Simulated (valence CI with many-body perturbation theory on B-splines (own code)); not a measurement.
Results of a calculation; reference values are marked as such.
From CI to CI+MBPT in Cs24+

Method: relativistic CI+MBPT: three valence electrons over a frozen Dirac-Fock core [Ar] 3d10, radial functions for each j: 11 s, 11 p, 9 d, 7 f, 5 g, 2 h, 1 i, with the one-electron correlation potential Σ1 (screened to all orders), the two-electron term Σ2, the three-electron term Σ3, Breit, model QED; selected single and double excitations, second order for the rest (own B-spline code, finite nucleus).

No measured spectrum was set against this ion. As an estimate, levels hold to about 250 cm⁻¹ or 0.2 % of their energy and the worst to 1 %, as in measured heavy ions of charge 2 to 7; those with d or f electrons hold less well.

Each rung adds one term. CI alone is the Dirac-Coulomb CI over the frozen core; QED comes last and gives the full result, which names the levels. Energies are above (4s^2 4p1/2) J=1/2 on the same rung, in cm⁻¹.

Levels are named by their leading jj configuration (3d3/2^4 stands for four electrons in 3d with j = 3/2), which in mixed levels can hold well under half, so a name can repeat and another be missing. Letters in brackets count levels of one name in rising energy.

| Level | CI alone | + Σ1 | + Σ2 | + Σ3 | + Breit | Full |
| --- | --- | --- | --- | --- | --- | --- |
| (4s^2 4p3/2) J=3/2 | 155525 | 156503 | 156871 | 156877 | 154782 | 155042 |
| (4s 4p1/2^2) J=1/2 | 415245 | 415193 | 417441 | 417500 | 419254 | 416516 |
| (4s 4p1/2 4p3/2) J=3/2 [a] | 519795 | 520565 | 524393 | 524488 | 524415 | 521916 |
| (4s 4p1/2 4p3/2) J=5/2 | 557607 | 558452 | 561183 | 561257 | 560888 | 558425 |
| (4s 4p1/2 4p3/2) J=3/2 [b] | 620146 | 621018 | 620937 | 620969 | 620609 | 618203 |
| (4s 4p1/2 4p3/2) J=1/2 | 655445 | 656248 | 651130 | 651102 | 651216 | 648666 |
| (4s 4p3/2^2) J=5/2 | 704729 | 706386 | 709070 | 709144 | 706952 | 704790 |
| (4s 4p3/2^2) J=1/2 | 808914 | 810692 | 808101 | 808056 | 806081 | 803818 |
| (4s 4p3/2^2) J=3/2 | 818836 | 820532 | 815012 | 815000 | 812951 | 810766 |
| (4s^2 4d3/2) J=3/2 | 933039 | 933677 | 928139 | 928130 | 924831 | 924533 |
| (4s^2 4d5/2) J=5/2 | 960709 | 961586 | 956423 | 956419 | 952212 | 952078 |
| (4p1/2^2 4p3/2) J=3/2 | 1063870 | 1064550 | 1062400 | 1062460 | 1064130 | 1058980 |
| (4p1/2 4p3/2^2) J=3/2 | 1182720 | 1184230 | 1183400 | 1183510 | 1183160 | 1178330 |
| (4p1/2 4p3/2^2) J=5/2 | 1186400 | 1187840 | 1189330 | 1189450 | 1188770 | 1184140 |
| (4s 4p1/2 4d3/2) J=3/2 [a] | 1246020 | 1246320 | 1249340 | 1249500 | 1248100 | 1245200 |
| (4p1/2 4p3/2^2) J=1/2 | 1252960 | 1254620 | 1252090 | 1252110 | 1251760 | 1246890 |
| (4s 4p1/2 4d3/2) J=5/2 | 1273380 | 1273840 | 1276180 | 1276340 | 1274500 | 1271630 |
| (4s 4p1/2 4d5/2) J=7/2 | 1320670 | 1321420 | 1323350 | 1323510 | 1320750 | 1318030 |
| (4s 4p1/2 4d5/2) J=5/2 [a] | 1328880 | 1329510 | 1328120 | 1328210 | 1325990 | 1323160 |
| (4s 4p1/2 4d3/2) J=3/2 [b] | 1333570 | 1334120 | 1332240 | 1332320 | 1330430 | 1327600 |
| (4s 4p1/2 4d3/2) J=1/2 | 1338260 | 1338690 | 1335830 | 1335900 | 1334290 | 1331460 |
| (4p3/2^3) J=3/2 | 1366840 | 1369160 | 1368660 | 1368740 | 1366230 | 1361890 |
| (4s 4p1/2 4d5/2) J=5/2 [b] | 1390770 | 1391490 | 1389500 | 1389490 | 1387250 | 1384370 |
| (4s 4p1/2 4d5/2) J=3/2 | 1411940 | 1412830 | 1408900 | 1408890 | 1406760 | 1403740 |
| (4s 4p3/2 4d5/2) J=9/2 | 1421200 | 1422730 | 1426710 | 1426890 | 1422330 | 1419840 |
| (4s 4p3/2 4d3/2) J=1/2 [a] | 1447750 | 1449020 | 1448760 | 1448860 | 1445430 | 1442840 |
| (4s 4p3/2 4d3/2) J=5/2 [a] | 1449750 | 1451000 | 1449760 | 1449860 | 1446310 | 1443700 |
| (4s 4p3/2 4d3/2) J=3/2 | 1452870 | 1454160 | 1453190 | 1453280 | 1449730 | 1447130 |
| (4s 4p3/2 4d5/2) J=7/2 [a] | 1453660 | 1455000 | 1453970 | 1454080 | 1450100 | 1447550 |
| (4s 4p3/2 4d5/2) J=5/2 [a] | 1487540 | 1489110 | 1488120 | 1488210 | 1483870 | 1481310 |
| (4s 4p3/2 4d5/2) J=3/2 [a] | 1513600 | 1514900 | 1509390 | 1509390 | 1506040 | 1503320 |

How does the ionisation energy move along the ladder, and which term matters most?

CI alone 791.30, + Σ1 792.82, + Σ2 792.65, + Σ3 792.61, + Breit 791.93, + QED 791.96 eV. The largest step is Σ1, 1.53 eV. NIST lists 791 ± 4 eV (theoretical).
